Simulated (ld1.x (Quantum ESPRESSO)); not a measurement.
## An all-electron radial function and its pseudo partner (As (Z = 33))

Columns: radius, all-electron u(r) and pseudo u(r) of the 4p shell (level -5.19 eV) of arsenic in the configuration [Ar] 3d10 4s2 4p3; PBE, scalar-relativistic, TM semilocal scheme, ld1.x (Quantum ESPRESSO) 7.5.

```json
{"r (bohr)": "0.110", "all-electron": "0.1689", "pseudo": "0.0045"}
{"r (bohr)": "0.220", "all-electron": "-0.0083", "pseudo": "0.0179"}
{"r (bohr)": "0.330", "all-electron": "-0.2096", "pseudo": "0.0401"}
{"r (bohr)": "0.440", "all-electron": "-0.2806", "pseudo": "0.0707"}
{"r (bohr)": "0.550", "all-electron": "-0.2398", "pseudo": "0.1093"}
{"r (bohr)": "0.660", "all-electron": "-0.1366", "pseudo": "0.1552"}
{"r (bohr)": "0.770", "all-electron": "-0.0090", "pseudo": "0.2076"}
{"r (bohr)": "0.880", "all-electron": "0.1205", "pseudo": "0.2651"}
{"r (bohr)": "0.990", "all-electron": "0.2402", "pseudo": "0.3261"}
{"r (bohr)": "1.100", "all-electron": "0.3448", "pseudo": "0.3885"}
{"r (bohr)": "1.210", "all-electron": "0.4327", "pseudo": "0.4496"}
{"r (bohr)": "1.320", "all-electron": "0.5042", "pseudo": "0.5068"}
{"r (bohr)": "1.430", "all-electron": "0.5605", "pseudo": "0.5574"}
{"r (bohr)": "1.540", "all-electron": "0.6032", "pseudo": "0.5992"}
{"r (bohr)": "1.650", "all-electron": "0.6338", "pseudo": "0.6310"}
{"r (bohr)": "1.760", "all-electron": "0.6540", "pseudo": "0.6527"}
{"r (bohr)": "1.870", "all-electron": "0.6652", "pseudo": "0.6648"}
{"r (bohr)": "1.980", "all-electron": "0.6688", "pseudo": "0.6688"}
{"r (bohr)": "2.090", "all-electron": "0.6662", "pseudo": "0.6662"}
{"r (bohr)": "2.200", "all-electron": "0.6584", "pseudo": "0.6584"}
{"r (bohr)": "2.310", "all-electron": "0.6464", "pseudo": "0.6464"}
{"r (bohr)": "2.420", "all-electron": "0.6312", "pseudo": "0.6312"}
{"r (bohr)": "2.530", "all-electron": "0.6135", "pseudo": "0.6135"}
{"r (bohr)": "2.640", "all-electron": "0.5938", "pseudo": "0.5938"}
{"r (bohr)": "2.750", "all-electron": "0.5728", "pseudo": "0.5728"}
{"r (bohr)": "2.860", "all-electron": "0.5509", "pseudo": "0.5509"}
```

Q: How many radial nodes do the two functions have?

A: The all-electron 4p function has n − l − 1 = 2; the pseudo-wave has 0, since the states of the same l below it are removed with the core.

Q: At about which radius was the pseudo-wave matched?

A: 2.20 bohr. The columns agree to 0.0005 from 1.87 bohr on; several derivatives are matched, so the curves merge somewhat inside the radius.

Q: Where does each function peak?

A: Outermost all-electron maximum near 1.98 bohr, pseudo maximum near 1.98 bohr (to the table’s step).

Q: Is the pseudo-wave norm-conserving?

A: Yes: the TM semilocal scheme keeps the norm inside the radius equal to the all-electron one, which fixes the energy derivative of the logarithmic derivative at the level.
